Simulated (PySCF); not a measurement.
A PySCF script (with the pyscf-properties extension) for the NMR shieldings of SMILES BN1BNBNB1, B$_{4}$H$_{7}$N$_{3}$, on a GFN2-xTB geometry:

```python
import basis_set_exchange as bse
import numpy as np
from pyscf import gto, dft
from pyscf.prop import nmr

atoms = """
B     2.265826    0.024029    0.602924
N     0.896256    0.008849    0.235590
B     0.157976   -1.232115    0.189541
N    -1.206696   -1.207648   -0.173711
B    -1.904171   -0.020287   -0.509792
N    -1.154688    1.181785   -0.460201
B     0.209124    1.235255   -0.097205
H     2.850690    1.038778    0.625099
H     2.804080   -0.978032    0.882789
H     0.677571   -2.251039    0.447817
H    -1.707500   -2.082949   -0.195912
H    -3.038238   -0.030247   -0.811457
H    -1.618317    2.047020   -0.692153
H     0.767408    2.266128   -0.065495
"""
names = dict.fromkeys(["B", "N", "H"], "pcSseg-1")
basis = {el: gto.basis.parse(bse.get_basis(n, elements=[el], fmt="nwchem")) for el, n in names.items()}
mol = gto.M(atom=atoms, basis=basis, charge=0, verbose=0)
mf = dft.RKS(mol, xc="PBE0")
mf.grids.level = 2
mf.grids.alignment = dft.numint.BLKSIZE   # the property module wants whole blocks of grid points
mf.conv_tol = 1e-9
mf.kernel()

calc = nmr.RKS(mf)   # GIAO
C = mf.mo_coeff
Co = C[:, mf.mo_occ > 0]
resp = mf.gen_response(singlet=True, hermi=2)
def vind(x):   # induced exchange potential for any number of trial vectors
    d = np.einsum("pi,xij,qj->xpq", C, 2 * x.reshape(-1, C.shape[1], Co.shape[1]), Co, optimize=True)
    return np.einsum("xpq,pi,qj->xij", resp(d - d.transpose(0, 2, 1)), C, Co, optimize=True).ravel()
mo1, _ = nmr.rhf.solve_mo1(calc, with_cphf=vind)
sigma = calc.kernel(mo1)
for i, s in enumerate(sigma):   # ppm
    w = np.linalg.eigvalsh((s + s.T) / 2)
    print("%2d %-2s iso %8.1f  s11 %8.1f  s22 %8.1f  s33 %8.1f" % (i, mol.atom_pure_symbol(i), w.mean(), *w))
```

Question: What are the results?

Answer: 
```
 0 B  iso     41.6  s11     -4.8  s22     21.3  s33    108.4
 1 N  iso     62.5  s11    -58.6  s22    -44.2  s33    290.2
 2 B  iso     66.8  s11     39.6  s22     55.3  s33    105.5
 3 N  iso    117.1  s11    -32.4  s22    149.7  s33    234.0
 4 B  iso     73.2  s11     45.8  s22     56.7  s33    117.0
 5 N  iso    117.0  s11    -32.7  s22    149.7  s33    233.9
 6 B  iso     66.8  s11     39.6  s22     55.3  s33    105.5
 7 H  iso     25.7  s11     23.3  s22     26.1  s33     27.6
 8 H  iso     25.7  s11     23.3  s22     26.1  s33     27.6
 9 H  iso     26.5  s11     23.9  s22     27.1  s33     28.6
10 H  iso     25.5  s11     21.6  s22     25.5  s33     29.4
11 H  iso     26.9  s11     24.4  s22     27.5  s33     28.8
12 H  iso     25.5  s11     21.6  s22     25.5  s33     29.4
13 H  iso     26.5  s11     23.9  s22     27.1  s33     28.6
```

These numbers come from an equivalent density-fitted implementation of the same equations, which agrees with the script to about 0.01 ppm for H and up to a few tenths of a ppm for heavy atoms, so last digits may differ.

Size and cost of the density-fitted run: 154 basis functions, 15 s wall time on 1 thread of an Arm Neoverse V2, shared host; peak memory 0.71 GiB.
